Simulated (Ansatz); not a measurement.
A made-up structure of H$_{2}$Se$_{2}$, singlet:

Se1  (0.502, -1.120, 0.331)
Se2  (0.480, 1.177, -0.023)
H3  (1.001, 2.381, 0.725)
H4  (-0.189, 1.137, -1.334)
(Å)

It is relaxed with PBE-D4/def2-SVP and then PBE0-D4/def2-TZVP (Ansatz 0.2.0). Atoms count as bonded within 1.22 times the sum of their covalent radii (H–H: 0.88 Å). The end point is not checked to be a true minimum.

Question: Does its bonding change? (Judge from chemistry; the calculation decides.)

Answer: The calculation gives: No: no bond forms or breaks.

Where it ends: The first stage lowers the energy by 1.88 eV in 9 steps. It ends as H₂Se₂ ([Se][SeH2]):
```
4
angstrom
Se 0.7539 -0.9848 0.3938
Se -0.0719 1.1033 0.1678
H 1.0750 2.0258 0.4217
H 0.0381 1.4311 -1.2853
```

Labels in which every atom is bracketed show which atoms are joined, not bond orders.

For scale, one of the runs: PBE0-D4/def2-TZVP relaxation, 108 basis functions, launched by `ansatz run in.yaml --threads 2 --pin off --events-out ev --progress --plain --max-ram 4352MiB`. Hardware: 2 CPU threads of an Arm Neoverse V2, shared host. Wall time about 12 s.
